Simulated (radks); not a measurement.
Values are calculated unless marked as measured or tabulated.
Question: The cerium ion Ce2+, configuration [Kr] 4d10 4f3 5s1 5p6 (not the ground configuration). Code: a radial shooting solver on a logarithmic mesh with Libxc functionals. Model: Dirac Kohn-Sham, XLYP, spin-unpolarised, spherical densities, point nucleus; open shells fill j = l - 1/2 first.

Spin-orbit splittings of the eigenvalues, e(l+1/2) - e(l-1/2), with zeta = 2 splitting/(2l+1) and mean radii in bohr:

| shell | occ. | splitting (eV) | zeta (eV) | <r> j=l-1/2 | <r> j=l+1/2 |
|---|---|---|---|---|---|
| 2p | 6 | 447.0 | 298.0 | 0.08792 | 0.09413 |
| 3p | 6 | ? | ? | 0.2680 | 0.2802 |
| 3d | 10 | 18.88 | 7.554 | 0.2512 | 0.2550 |
| 4p | 6 | 18.66 | 12.44 | 0.6592 | 0.6871 |
| 4d | 10 | 3.228 | 1.291 | 0.7472 | 0.7574 |
| 4f | 3 | 0.2631 | 0.07518 | 1.304 | 1.326 |
| 5p | 6 | 2.551 | 1.700 | 1.750 | 1.834 |
| 5d | 0 | 0.2121 | 0.08482 | 2.719 | 2.759 |
| 6p | 0 | 0.4026 | 0.2684 | 4.414 | 4.558 |

Estimate the 3p splitting.

Answer: 87.86 eV (zeta = 58.58 eV).
